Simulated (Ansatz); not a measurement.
`FB(F)F` and `[F][In]([F])[F]` differ in one element.

Ansatz, PBE0-D4/def2-TZVP geometries, multiplicity 1. 

Elements past krypton have def2 core potentials.

```json
{"property": "HOMO energy (B3LYP/def2-TZVPP) / eV", "`FB(F)F`": "-11.89"}
{"property": "HOMO energy (PBE0/def2-TZVPP) / eV", "`FB(F)F`": "-12.22"}
{"property": "HOMO energy (PBE/def2-TZVPP) / eV", "`FB(F)F`": "-9.99"}
{"property": "HOMO–LUMO gap (PBE0/def2-TZVPP) / eV", "`FB(F)F`": "12.68"}
{"property": "HOMO energy (ωB97M-V/def2-TZVPP) / eV", "`FB(F)F`": "-14.75"}
{"property": "size of the dipole moment (B3LYP/def2-TZVPP) / D", "`FB(F)F`": "0.00"}
```

Give the same properties after the change, and the shifts. (Estimate.)

Computed: 
```
                                        property  `[F][In]([F])[F]`  shift
             HOMO energy (B3LYP/def2-TZVPP) / eV             -10.87   1.02
              HOMO energy (PBE0/def2-TZVPP) / eV             -11.14   1.08
               HOMO energy (PBE/def2-TZVPP) / eV              -9.18   0.81
            HOMO–LUMO gap (PBE0/def2-TZVPP) / eV               7.73  -4.95
           HOMO energy (ωB97M-V/def2-TZVPP) / eV             -13.63   1.12
size of the dipole moment (B3LYP/def2-TZVPP) / D               0.00   0.00
```

With PBE0 the HOMO rises by 1.08 eV and the LUMO falls by 3.88 eV, so the gap narrows by about 4.96 eV. PBE moves the HOMO by 0.81 eV and ωB97M-V by 1.12 eV.

B3LYP here is the variant with VWN-RPA as its local correlation; programs differ in this.
